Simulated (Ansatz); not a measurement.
Cartesian coordinates in Å:
```
C 0.801 1.339 -0.042
C 0.304 0.025 0.466
F 0.885 -0.287 1.676
C 0.237 -1.146 -0.485
Ge -1.534 -0.588 0.144
H 1.880 1.284 -0.228
H 0.609 2.134 0.680
H 0.306 1.600 -0.980
H 0.555 -0.976 -1.509
H 0.585 -2.085 -0.067
H -2.423 0.212 -0.802
H -2.206 -1.511 1.149
```

The species carries charge 0 and has multiplicity 1.

(1) List the CAM-B3LYP/def2-TZVPP orbital energies in eV (the Gaussian-basis code of Ansatz). (An estimate is asked.)

Answers

(1) Computed: Occupied: -10852.01, -1356.29, -1207.24, -1207.22, -1207.22, -673.17, -281.13, -278.86, -278.81, -171.10, -121.40, -121.38, -121.37, -35.03, -34.98, -34.96, -34.92, -34.88, -34.69, -24.03, -21.51, -17.87, -16.95, -15.14, -14.83, -14.25, -13.25, -12.80, -12.37, -11.83, -11.28, -9.51, -7.78. Lowest empty: 1.14, 1.67, 2.08, 2.62, 2.87, 3.58, 4.03, 4.35.
